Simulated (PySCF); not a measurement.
CH6ClFSi3. Atoms are numbered in the order given.

```xyz
12

F      0.3405     0.7579    -1.8370
Si     0.5145     0.2150    -0.3107
Cl     2.4790     0.5711     0.2355
C     -0.0180    -1.5836    -0.2494
Si    -1.8690    -1.2610     0.1407
Si    -1.3214     0.8826     0.9926
H      0.2040    -2.1911    -1.1422
H      0.4499    -2.0730     0.6246
H     -2.4822    -2.2669     1.0586
H     -2.6701    -1.1620    -1.1161
H     -2.1112     2.0934     0.6255
H     -1.0276     0.8583     2.4589
```

The structure is a stationary point at r2SCAN-D4/def2-SVP. The structure was generated by enumeration; whether it is a known compound was not checked.

All values below come from KT2/pcSseg-1 in PySCF.

GIAO shieldings, no solvent; atoms listed in one row are averaged. δ = σ(ref) − σ: ¹⁹F against CFCl3 (σ = 127.1 ppm); ²⁹Si against TMS (σ = 361.9 ppm); ³⁵Cl against HCl (σ = 945.4 ppm); ¹³C against TMS (σ = 185.1 ppm); ¹H against TMS (σ = 31.47 ppm), references at their B3LYP-D3(BJ)/def2-TZVP geometries, non-relativistic (without spin–orbit terms, shifts of atoms bonded to Cl or Br come out too high).

**Question.** Estimate the chemical shifts. (An estimate is asked for; the answer gives what the named calculation found.)

**Answer.** 
| nucleus | atoms | count | δ (ppm) |
|---|---|---|---|
| ¹⁹F | F1 | 1 | -173.6 |
| ²⁹Si | Si2 | 1 | 45.9 |
| ²⁹Si | Si6 | 1 | -66.6 |
| ²⁹Si | Si5 | 1 | -76.0 |
| ³⁵Cl | Cl3 | 1 | 191.4 |
| ¹³C | C4 | 1 | 21.0 |
| ¹H | H9 | 1 | 4.72 |
| ¹H | H11 | 1 | 4.64 |
| ¹H | H10 | 1 | 4.56 |
| ¹H | H12 | 1 | 4.52 |
| ¹H | H7 | 1 | 1.88 |
| ¹H | H8 | 1 | 1.31 |
